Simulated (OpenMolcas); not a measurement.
Pd2+ in a point-charge field

Pd2+ among 6 point charges of -0.85 e arranged as a trigonal antiprism (D3d), 2.14 Å from the ion, with a polar angle of 48.7° against the regular 54.74°.
```
   0.0000    1.6081    1.4120  -0.85
  -1.3926   -0.8040    1.4120  -0.85
   1.3926   -0.8040    1.4120  -0.85
   0.0000   -1.6081   -1.4120  -0.85
   1.3926    0.8040   -1.4120  -0.85
  -1.3926    0.8040   -1.4120  -0.85
```

| Property | Result |
| --- | --- |
| Program | OpenMolcas 26.06 |
| Method | CASSCF |
| Basis | ANO-RCC-VDZP [6s5p3d1f] |
| Scalar Hamiltonian | DKH2, point nucleus |
| Active space | 8 electrons in 5 orbitals (4d) |
| State averaging | 2S+1 = 3 even, 10 roots; 2S+1 = 1 even, 15 roots |
| Spin-orbit coupling | state interaction with AMFI integrals over the reference wave functions |

The lowest spin-free states (labels of D3, the rotations of D3d), above the lowest:

```csv
State,Degeneracy,E (cm-1),Free-ion L (%)
3A2,1,0.0,F (99)
3E,2,2934,F (99)
3A1,1,4109,F (100)
3A2,1,5505,F (98)
3E,2,6055,F (100)
1E,2,13798,D (86)
1E,2,15950,D (92)
3E,2,17085,P (99)
1A1,1,17108,D (98)
1A1,1,20450,G (99)
3A2,1,20794,P (97)
1E,2,21079,G (95)
1A2,1,22705,G (100)
1E,2,22817,G (85)
1A1,1,23092,G (99)
1E,2,26577,G (97)
1A1,1,50816,S (99)
```

The lowest levels with spin-orbit coupling:

```csv
E (cm-1),Degeneracy,Label,2S+1,g
0.0,1,A1,3,
226.0,2,E,3,0.00 0.00 4.67
2757,2,E,3,0.00 0.00 4.80
3318,2,E,3,0.00 0.00 5.88
3783,1,A2,3,
4798,1,A1,3,
5210,2,E,3,0.00 0.00 3.28
5439,1,A1,3,
5450,1,A2,3,
6992,2,E,3,0.00 0.00 2.76
7206,1,A2,3,
8398,1,A1,3,
8745,2,E,3 (87 %),0.00 0.00 1.70
8998,2,E,3,0.00 0.00 0.63
15085,2,E,1 (59 %),0.00 0.00 3.33
15867,2,E,1 (51 %),0.00 0.00 0.57
16780,1,A1,3 (52 %),
18926,2,E,3 (73 %),0.00 0.00 2.78
19268,1,A2,3,
19925,2,E,3 (57 %),0.00 0.00 0.05
```

Powder χT (cm3 K/mol): 0.0354 at 2 K, 0.177 at 10 K, 0.883 at 50 K, 1.63 at 100 K, 2.28 at 200 K, 2.48 at 300 K. The effective moment at 300 K is 2.828 √(χT) = 4.46 μB.

The lowest level has 2S+1 = 3, for which the spin-only value is χT = S(S+1) / 2 = 1.000 cm3 K/mol (g = 2). The computed 2.482 at 300 K differs by +1.482, through orbital momentum, spin-orbit coupling and any other state in reach.

Without dynamic correlation the repulsion within the d shell is too large (B by tens of per cent), so at a given field states of lower spin stand too high. Real 4d8 and 5d8 ions are as a rule square planar and diamagnetic. Point charges carry no covalency, so the field is a model and not that of real ligands. No measured value stands beside these numbers.

The RASSCF and RASSI steps took 3.1 s on 1 thread of AMD EPYC 9R45 96-Core Processor (Zen 5) (shared host); the integral step is not counted.

With an even number of electrons the g values are those of a degenerate or nearly degenerate non-Kramers pair.
